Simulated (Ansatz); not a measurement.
`C[N](C)[Zr]1234([F])([Cl])[C@@H]5[C@H]1[C@H]2[C@@]3(C)[C@@H]54`. The species carries charge 0 and has multiplicity 1. Zr takes the def2 core potential. Geometry: relaxed with PBE0-D4/def2-TZVP. It is one conformer, not always the lowest.

```xyz
25

C    -1.775   -0.126   -2.417
N    -0.744    0.461   -1.582
C     0.014    1.461   -2.276
Zr   -0.931   -0.470    0.191
F    -2.789   -0.295    0.692
Cl   -0.558   -2.801   -0.256
C    -0.425    0.926    2.179
C     0.314    1.481    1.118
C     1.313    0.547    0.751
C     1.203   -0.586    1.583
C     2.110   -1.769    1.599
C     0.107   -0.354    2.451
H    -2.360   -0.882   -1.869
H    -2.492    0.627   -2.768
H    -1.348   -0.644   -3.285
H     0.527    1.039   -3.152
H     0.771    1.897   -1.623
H    -0.631    2.275   -2.638
H    -1.284    1.371    2.660
H     0.140    2.443    0.659
H     2.043    0.672   -0.036
H     2.921   -1.607    2.316
H     2.555   -1.942    0.619
H     1.578   -2.675    1.888
H    -0.258   -1.047    3.197
```

**Question.** What is the dipole moment at r2SCAN/def2-TZVPP? (Estimate.)

**Answer.** Ansatz gave: 3.38 D, with components (2.01, 2.68, -0.46) D in this frame, pointing from negative to positive charge.

**Question.** And with PBE, B3LYP, ωB97M-V? (Estimate.)

**Answer.** The calculation gave: PBE 3.28 D, B3LYP 3.42 D, ωB97M-V 3.41 D.

**Question.** Give the Mulliken charges with r2SCAN, ωB97M-V, B3LYP in def2-TZVPP. (Best estimate.)

**Answer.** The calculation gave: 
```tsv
atom	r2SCAN	ωB97M-V	B3LYP
C1	-0.02	-0.22	-0.14
N2	-0.37	-0.36	-0.36
C3	-0.07	-0.24	-0.19
Zr4	0.89	0.76	0.89
F5	-0.39	-0.38	-0.40
Cl6	-0.36	-0.29	-0.35
C7	-0.08	-0.08	-0.09
C8	-0.13	-0.16	-0.16
C9	-0.17	-0.14	-0.16
C10	0.05	-0.04	0.02
C11	-0.16	-0.31	-0.26
C12	-0.16	-0.14	-0.18
H13	0.06	0.12	0.09
H14	0.06	0.13	0.10
H15	0.06	0.13	0.10
H16	0.05	0.12	0.09
H17	0.04	0.08	0.07
H18	0.05	0.12	0.09
H19	0.12	0.15	0.15
H20	0.11	0.13	0.14
H21	0.10	0.13	0.13
H22	0.07	0.12	0.10
H23	0.06	0.12	0.09
H24	0.06	0.12	0.10
H25	0.12	0.15	0.14
```

B3LYP here is the variant with VWN-RPA as its local correlation; programs differ in this.
